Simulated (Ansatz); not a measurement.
Molecular dynamics of CH12AlNSi3

The input (input.yaml):

```yaml
crystal:
  periodic: [false, false, false]
  atoms:
    - { symbol: "N", position_ang: [0.040202, -2.41812, -0.24985] }
    - { symbol: Si, position_ang: [0.78791, -0.801609, 0.146197] }
    - { symbol: Si, position_ang: [2.979431, -0.914607, -0.407504] }
    - { symbol: Si, position_ang: [-0.235143, 1.04669, -0.717973] }
    - { symbol: C, position_ang: [-2.044712, 1.215301, -0.193446] }
    - { symbol: Al, position_ang: [-2.28347, 1.445428, 1.696146] }
    - { symbol: H, position_ang: [-0.018289, -2.465541, -1.316064] }
    - { symbol: H, position_ang: [-0.99575, -2.327633, -0.001412] }
    - { symbol: H, position_ang: [0.669315, -0.706659, 1.600079] }
    - { symbol: H, position_ang: [3.156999, -1.103102, -1.840122] }
    - { symbol: H, position_ang: [3.661545, 0.3204, -0.047594] }
    - { symbol: H, position_ang: [3.656856, -2.008536, 0.27232] }
    - { symbol: H, position_ang: [0.496925, 2.233202, -0.283666] }
    - { symbol: H, position_ang: [-0.138511, 1.028663, -2.175203] }
    - { symbol: H, position_ang: [-2.588947, 0.325649, -0.55599] }
    - { symbol: H, position_ang: [-2.458713, 2.079062, -0.743503] }
    - { symbol: H, position_ang: [-2.192641, 2.829078, 2.301411] }
    - { symbol: H, position_ang: [-2.530406, 0.233533, 2.568073] }
magnetization:
  spin_polarized: true
basis:
  gaussian: { orbitals: STO-3G }
hamiltonian:
  xc: pbe
md:
  timestep: 0.25
  n_steps: 85
  ensemble: nvt_langevin
  temperature: 3000.0
  initial_velocities: maxwell_boltzmann
  seed: 898870
  friction: 0.001
```

Command:

```bash
$ ansatz run input.yaml --threads 1 --pin off --max-ram 2048MiB --backend cpu --events-out ev --progress --plain --runs-dir out
```

It starts from a relaxed structure.

Output, in part (one step line in 3, the closing report, with atoms numbered from 0):

```
md step     0: t =     0.00 fs  T =  2833.3 K  F+E_penalty+E_count = -32546.13242821 eV  E_kin = 6.592260 eV  (25 SCF iters)
md step     3: t =     0.75 fs  T =  2716.6 K  F+E_penalty+E_count = -32545.78437666 eV  E_kin = 6.320720 eV  (26 SCF iters)
md step     6: t =     1.50 fs  T =  2325.8 K  F+E_penalty+E_count = -32544.94184116 eV  E_kin = 5.411369 eV  (26 SCF iters)
md step     9: t =     2.25 fs  T =  1984.1 K  F+E_penalty+E_count = -32544.08630728 eV  E_kin = 4.616352 eV  (27 SCF iters)
md step    12: t =     3.00 fs  T =  1720.4 K  F+E_penalty+E_count = -32543.52789878 eV  E_kin = 4.002924 eV  (27 SCF iters)
md step    15: t =     3.75 fs  T =  1567.8 K  F+E_penalty+E_count = -32543.17886947 eV  E_kin = 3.647710 eV  (26 SCF iters)
md step    18: t =     4.50 fs  T =  1436.6 K  F+E_penalty+E_count = -32542.87314746 eV  E_kin = 3.342564 eV  (27 SCF iters)
md step    21: t =     5.25 fs  T =  1309.0 K  F+E_penalty+E_count = -32542.58781860 eV  E_kin = 3.045699 eV  (27 SCF iters)
md step    24: t =     6.00 fs  T =  1262.6 K  F+E_penalty+E_count = -32542.38625010 eV  E_kin = 2.937588 eV  (27 SCF iters)
md step    27: t =     6.75 fs  T =  1259.6 K  F+E_penalty+E_count = -32542.30441498 eV  E_kin = 2.930801 eV  (28 SCF iters)
md step    30: t =     7.50 fs  T =  1256.8 K  F+E_penalty+E_count = -32542.32068145 eV  E_kin = 2.924245 eV  (27 SCF iters)
md step    33: t =     8.25 fs  T =  1288.1 K  F+E_penalty+E_count = -32542.39292267 eV  E_kin = 2.996947 eV  (28 SCF iters)
md step    36: t =     9.00 fs  T =  1313.2 K  F+E_penalty+E_count = -32542.46267354 eV  E_kin = 3.055319 eV  (28 SCF iters)
md step    39: t =     9.75 fs  T =  1315.8 K  F+E_penalty+E_count = -32542.45998558 eV  E_kin = 3.061336 eV  (28 SCF iters)
md step    42: t =    10.50 fs  T =  1293.7 K  F+E_penalty+E_count = -32542.35111212 eV  E_kin = 3.010120 eV  (28 SCF iters)
md step    45: t =    11.25 fs  T =  1222.6 K  F+E_penalty+E_count = -32542.27942641 eV  E_kin = 2.844629 eV  (28 SCF iters)
md step    48: t =    12.00 fs  T =  1334.4 K  F+E_penalty+E_count = -32542.52114505 eV  E_kin = 3.104720 eV  (27 SCF iters)
md step    51: t =    12.75 fs  T =  1575.8 K  F+E_penalty+E_count = -32543.11951384 eV  E_kin = 3.666372 eV  (27 SCF iters)
md step    54: t =    13.50 fs  T =  1869.9 K  F+E_penalty+E_count = -32543.74825990 eV  E_kin = 4.350666 eV  (27 SCF iters)
md step    57: t =    14.25 fs  T =  1985.6 K  F+E_penalty+E_count = -32543.96540997 eV  E_kin = 4.619927 eV  (28 SCF iters)
md step    60: t =    15.00 fs  T =  1835.0 K  F+E_penalty+E_count = -32543.72471844 eV  E_kin = 4.269366 eV  (28 SCF iters)
md step    63: t =    15.75 fs  T =  1618.4 K  F+E_penalty+E_count = -32543.29056287 eV  E_kin = 3.765547 eV  (28 SCF iters)
md step    66: t =    16.50 fs  T =  1449.4 K  F+E_penalty+E_count = -32542.95123031 eV  E_kin = 3.372184 eV  (28 SCF iters)
md step    69: t =    17.25 fs  T =  1403.2 K  F+E_penalty+E_count = -32542.81389969 eV  E_kin = 3.264847 eV  (28 SCF iters)
md step    72: t =    18.00 fs  T =  1440.6 K  F+E_penalty+E_count = -32542.85525072 eV  E_kin = 3.351829 eV  (29 SCF iters)
md step    75: t =    18.75 fs  T =  1503.4 K  F+E_penalty+E_count = -32542.98163542 eV  E_kin = 3.498042 eV  (29 SCF iters)
md step    78: t =    19.50 fs  T =  1586.9 K  F+E_penalty+E_count = -32543.12289703 eV  E_kin = 3.692291 eV  (28 SCF iters)
md step    81: t =    20.25 fs  T =  1655.4 K  F+E_penalty+E_count = -32543.21802992 eV  E_kin = 3.851627 eV  (29 SCF iters)
md step    84: t =    21.00 fs  T =  1613.2 K  F+E_penalty+E_count = -32543.18781160 eV  E_kin = 3.753477 eV  (29 SCF iters)
md step    85: t =    21.25 fs  T =  1592.5 K  F+E_penalty+E_count = -32543.13873536 eV  E_kin = 3.705333 eV  (29 SCF iters)
Total energy: -32543.13876816 eV, -1195.9382911982 hartree
Atom 0 at    -0.107678    -2.397369    -0.132676 Å, force     1.241892     0.456068    -0.018716 eV/Å
Atom 1 at     0.760791    -0.776060     0.022493 Å, force    -1.691530     0.462217    -0.645912 eV/Å
Atom 2 at     2.932350    -0.940373    -0.415564 Å, force     3.824417     1.958778    -1.553395 eV/Å
Atom 3 at    -0.296350     1.098232    -0.970926 Å, force    -1.115448     0.920673     4.041343 eV/Å
Atom 4 at    -2.182433     0.924554    -0.008892 Å, force     3.422533     2.121428    -0.639429 eV/Å
Atom 5 at    -2.128103     1.562073     1.910540 Å, force     0.580641    -1.477383    -1.427247 eV/Å
Atom 6 at    -0.255929    -2.944729    -1.060192 Å, force    -0.054079     1.412460     0.919540 eV/Å
Atom 7 at    -1.029808    -2.197354     0.334264 Å, force    -0.504707    -0.531656    -0.488463 eV/Å
Atom 8 at     0.507270    -0.572494     1.440153 Å, force     0.281879     0.009694     0.275308 eV/Å
Atom 9 at     3.433910    -0.647760    -1.878020 Å, force    -1.295269    -0.581441     1.801259 eV/Å
Atom 10 at     4.055527    -0.035489     0.271844 Å, force    -2.240354    -1.366776    -0.470540 eV/Å
Atom 11 at     3.286549    -2.300985    -0.161295 Å, force     0.383112    -0.688827     0.142028 eV/Å
Atom 12 at     0.338276     2.548330    -0.546434 Å, force    -0.787246    -2.497881    -1.482161 eV/Å
Atom 13 at    -0.466290     0.549833    -2.295408 Å, force    -0.028632     0.926434    -0.906703 eV/Å
Atom 14 at    -2.210405    -0.023666    -0.505898 Å, force    -0.927547    -2.409905     1.282837 eV/Å
Atom 15 at    -2.895783     1.432475    -0.642654 Å, force    -0.534244     1.415910    -0.417253 eV/Å
Atom 16 at    -1.756965     2.982015     2.393290 Å, force    -0.395261    -0.466298    -0.506641 eV/Å
Atom 17 at    -2.150360     0.404719     2.902949 Å, force    -0.160158     0.336504     0.094145 eV/Å
Dipole moment:    -0.394879     0.292241    -0.191637 e Å
```

All steps were run. The mean temperature of the second half is 48 % below the set value. A run of 0.021 ps of so small a system gives no equilibrium averages. Limits of this set-up: minimal basis.

The same pairs are bonded in the first frame and the last. Pairs count as bonded within 1.25 times the sum of covalent radii (0.12 Å more for H–H).

Last frame:

```xyz
18
Properties=species:S:1:pos:R:3
N -0.108 -2.397 -0.133
Si 0.761 -0.776 0.022
Si 2.932 -0.940 -0.416
Si -0.296 1.098 -0.971
C -2.182 0.925 -0.009
Al -2.128 1.562 1.911
H -0.256 -2.945 -1.060
H -1.030 -2.197 0.334
H 0.507 -0.573 1.440
H 3.434 -0.648 -1.878
H 4.056 -0.035 0.272
H 3.287 -2.301 -0.161
H 0.338 2.548 -0.546
H -0.466 0.550 -2.295
H -2.210 -0.024 -0.506
H -2.896 1.433 -0.643
H -1.757 2.982 2.393
H -2.150 0.405 2.903
```

Time of the run: 22 min on 1 CPU thread of a shared host.
